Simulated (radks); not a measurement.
Radial electron density D(r) = 4 pi r^2 rho(r) of an atom or ion with 1 electrons. All-electron calculation, non-relativistic Kohn-Sham, PBE, spin-polarised, spherical densities, point nucleus. Program: a radial shooting solver on a logarithmic mesh with Libxc functionals.

r (bohr),D(r) (e/bohr)
0.046,0.05718
0.05355,0.07514
0.06234,0.09826
0.07258,0.1277
0.08449,0.1649
0.09836,0.2112
0.1145,0.2680
0.1333,0.3365
0.1552,0.4171
0.1807,0.5095
0.2103,0.6119
0.2448,0.7205
0.285,0.8291
0.3318,0.9291
0.3863,1.010
0.4497,1.058
0.5236,1.065
0.6095,1.021
0.7096,0.9270
0.826,0.7894
0.9616,0.6248
1.119,0.4548
1.303,0.3008
1.517,0.1783
1.766,0.09313
2.056,0.04191
2.394,0.01582
2.787,0.004866

What is the nuclear charge?

Answer. Z = 2. The innermost maximum, from 1s, lies near 1/Z = 0.5 bohr (found: 0.495), and its height grows with Z. The density is that of the helium ion He+ in 1s1; the configuration itself is not fixed sharply by these data. D(r) has 1 maximum, at r = 0.495 bohr.
